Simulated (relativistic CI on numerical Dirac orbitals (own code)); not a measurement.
# What each ingredient does to the levels of Ga XXIII

Base calculation: Dirac-Coulomb-Breit CI, orbitals from a KLI potential per configuration, model QED (radiative potential, 1s self-energy scaled to tabulated hydrogen-like ionisation energies), unscaled Slater integrals.

CI space (outside the closed core 1s2): 2s2 2p5, 2s 2p6, 2p6 3s, 2p6 3p, 2p6 3d, 2s2 2p4 3s, 2s2 2p4 3p, 2s2 2p4 3d, 2s 2p5 3s, 2s 2p5 3p, 2s 2p5 3d, 2s2 2p4 4s, 2s2 2p4 4p, 2s2 2p4 4d, 2s2 2p4 4f, 2s 2p5 4s, 2s 2p5 4p, 2s2 2p3 3s2, 2s 2p5 4d, 2s2 2p4 5s, 2s 2p5 4f, 2s2 2p4 5p, 2s2 2p4 5d, 2s2 2p3 3s 3p, 2s2 2p4 5f, 2s2 2p4 5g, 2s2 2p3 3p2, 2s2 2p3 3s 3d, 2s2 2p3 3p 3d, 2s 2p4 3s2, 2s 2p4 3s 3p, 2s2 2p3 3d2, 2s 2p5 5s, 2s 2p5 5p, 2s 2p5 5d, 2s 2p4 3p2. Levels of other configurations are missing.

Variants: (1) Breit term removed; (2) non-relativistic limit. Shifts of the energy above 2s2 2p5 2P°_3/2, in eV, for the lowest level and the first level of each name with at least 55 % of one term (blank where a level changes its place among those of its configuration and J or its character, or is not in the variant):

| Level | Base | Δ(1) | Δ(2) |
| --- | --- | --- | --- |
| 2s2 2p5 2P°_3/2 | 0.00 | 0.00 | 0.00 |
| 2s2 2p5 2P°_1/2 | 28.29 | +0.63 | -28.29 |
| 2s 2p6 2S_1/2 | 179.49 | -0.15 | -33.40 |
| 2s2 2p4 3s 4P_5/2 | 1199.08 | +1.07 | +6.54 |
| 2s2 2p4 3s 2P_3/2 | 1203.35 | +1.01 |  |
| 2s2 2p4 3s 4P_3/2 | 1225.65 | +1.39 |  |
| 2s2 2p4 3s 2P_1/2 | 1229.04 | +1.37 | -17.13 |
| 2s2 2p4 3s 2D_5/2 | 1237.72 | +1.81 | -14.38 |
| 2s2 2p4 3s 2D_3/2 | 1238.73 | +1.78 | -15.38 |
| 2s2 2p4 3p 2P°_1/2 | 1245.88 | +0.91 |  |
| 2s2 2p4 3p 2D°_5/2 | 1246.43 | +1.04 |  |
| 2s2 2p4 3p 4D°_7/2 | 1247.01 | +1.10 | -1.45 |
| 2s2 2p4 3p 4P°_1/2 | 1263.85 | +1.23 |  |
| 2s2 2p4 3s 2S_1/2 | 1271.65 | +1.84 | -31.10 |

At this charge energies of transitions that change n are usually good to better than 1 %, and those within a shell (Δn = 0) to a few per cent.

Ionisation energy from the two ground configurations alone: base 2125.84 eV; Breit term removed 2127.17 eV. The NIST ASD value (semi-empirical) is 2129 eV.

LS names give the leading component of a level, which can be under half, so a name can repeat, a term be missing and a line seem to break the LS rules.
